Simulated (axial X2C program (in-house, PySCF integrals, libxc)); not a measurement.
## A run on ZrTe⁻ without results

A two-component calculation with an axial X2C code built on PySCF integrals.

Input and command:
```json
{"zs": [52, 40], "q": -1, "bas": ["dyall-acv3z", "dyall-acv3z"], "r0": 2.55, "levels": ["PBE0", "HF", "BHandHLYP", "LDA", "TPSSh"], "nst": 3}
```
```bash
python soeom.py task.json out
```

Keys: zs atomic numbers; q charge; bas basis sets; r0 starting distance in Å; levels methods; nst determinants followed.

Outcome:

The PBE0 distance search ended without bracketing a minimum (an unconverged step or the end of its range); this says nothing on whether the molecule is bound.
